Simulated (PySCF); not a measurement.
Input of a run (PBE0-D3(BJ)/def2-SVP geometry optimisation, gas phase (PySCF 2.14.0)), started from GFN2-xTB:
```
{"job": {"xc": "PBE0", "basis": "def2-SVP", "d3": "d3bj", "grid": 1, "shake": 0.01, "kind": "geom"}, "charge": 0, "multiplicity": 1}
F      2.446430    -0.061460    -0.086560
C      1.114690     0.199290    -0.034070
C      0.110090    -0.733410    -0.056140
C     -1.099820    -0.102340     0.028050
N     -1.194790     1.186100     0.093140
Se     0.428150     1.930200     0.082980
H      0.298880    -1.793610    -0.110620
H     -2.048500    -0.643910     0.030760
```

Output (energies in Eh, forces in Eh/bohr):
```
step   0  E = -2670.55794062  max force = 0.051879
step   1  E = -2670.55878704  max force = 0.014372
step   2  E = -2670.56217683  max force = 0.008425
step   3  E = -2670.56227897  max force = 0.015641
step   4  E = -2670.56364423  max force = 0.003805
step   5  E = -2670.56366065  max force = 0.002397
step   6  E = -2670.56373102  max force = 0.000267
step   7  E = -2670.56373264  max force = 0.000099
optimisation converged
```

Problem. Summarise the run.

Solution. The energy falls by 0.158 eV over 8 energy and gradient evaluations, the largest force component goes from 0.0519 to 9.9e-05 Eh/bohr, and the atoms move by 0.028 Å rms after alignment. The bond that changes most is C3–C4 (aromatic CH carbon to aromatic CH next to a ring nitrogen), which lengthens by 0.061 Å. Bonds longer at the end by more than 0.005 Å: 4 of 8; shorter: 2. Among the angles that change most is C4–C3–H7, from 127.7° to 125.3°. The energy never rose by more than 1e-6 Eh on the way. The first step brought 15 % of the lowering.

Problem. What are the final bond lengths?

Solution. F1–C2 1.314 Å, C2–C3 1.363 Å, C3–C4 1.428 Å, C4–N5 1.306 Å, N5–Se6 1.811 Å, C2–Se6 1.865 Å, C3–H7 1.090 Å, C4–H8 1.097 Å. Numbering counts from 1 in the input's order; the species is `Fc1ccn[se]1`.

The run used 112 basis functions and 60 SCF cycles in all. Time: 40 s wall; peak memory 0.48 GiB. Hardware: an Arm Neoverse V1 with one thread, shared host with 32 logical CPUs at a one-minute load of 14.

PBE0-D3(BJ)/def2-SVP frequencies: not computed here.
